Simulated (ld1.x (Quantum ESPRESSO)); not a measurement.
Before and after: TM potential for boron

* Element: B
* Generator: ld1.x (Quantum ESPRESSO) 7.5
* Type: norm-conserving Troullier–Martins (Kleinman–Bylander form)
* Functional: PBE
* Relativity: non-relativistic
* Frozen core: [He]
* Valence charge: 3
* Reference configuration: 2s2 2p0.75 (charge +0.25)
* Partial waves: 2s (bound): rc 1.00 bohr; 2p (bound): rc 3.65 bohr; 3d channel at 0.35 Ry: rc 3.80 bohr
* Local potential: the d channel
* Core correction: Bessel-smoothed model core inside 0.70 bohr

All-electron outer shells of the reference configuration (PBE, non-relativistic, ld1.x):

```json
{"shell": "2s", "level (eV)": "-11.68", "outermost node (bohr)": "0.46", "outermost maximum (bohr)": "1.50"}
{"shell": "2p", "level (eV)": "-5.74", "outermost node (bohr)": "–", "outermost maximum (bohr)": "1.53"}
```

Change: local potential all-electron potential smoothed inside 1.65 bohr (lloc = -2).

Cutoffs: the cutoffs (Ry, on a coarse ladder) from which the occupation-weighted sum of valence levels, in a spherical-Bessel basis at the reference potential, stays within 10 and 1 mRy of its value at 400 Ry; they do not see the model core or the augmentation charge, which bear on the density cutoff. Errors are all-electron minus pseudo energies relative to the spin-unpolarised reference configuration.

Q: How do hardness, ghosts and transferability respond?

A: The potential gets neither clearly harder nor softer (60 Ry and 140 Ry → 55 Ry and 140 Ry); the errors of the 7 common tests hardly move; the range in which the s phases agree widens (upper end 0.2 → 2.7); neither file shows a bound ghost.

```tsv
quantity	base	changed
cutoff, loose	60 Ry	55 Ry
cutoff, tight	140 Ry	140 Ry
bound ghosts	none	none
error for 2s2 2p1, meV [ΔE -1.16 eV]	+4.8	+4.4
error for 2s2 2p0, meV [ΔE 7.06 eV]	+119	+114
error for 2s1 2p0, meV [ΔE 32.47 eV]	+386	+374
error for 2s0 2p3, meV [ΔE 10.54 eV]	-84	-84
error for 2s2 2p0.5, meV [ΔE 1.72 eV]	+8.5	+8.0
error for 2s1 2p1, meV [ΔE 13.19 eV]	-94	-99
error for 2s1 2p2, meV [ΔE 4.68 eV]	-6.2	-6.1
s: phases at 4.09 bohr within 0.05 rad from the reference energy up to (Ry; the scan ends near 5)	0.2	2.7
p: phases at 4.09 bohr within 0.05 rad from the reference energy up to (Ry; the scan ends near 5)	0.3	0.2
d: phases at 4.09 bohr within 0.05 rad from the reference energy up to (Ry; the scan ends near 5)	1.8	1.9
```
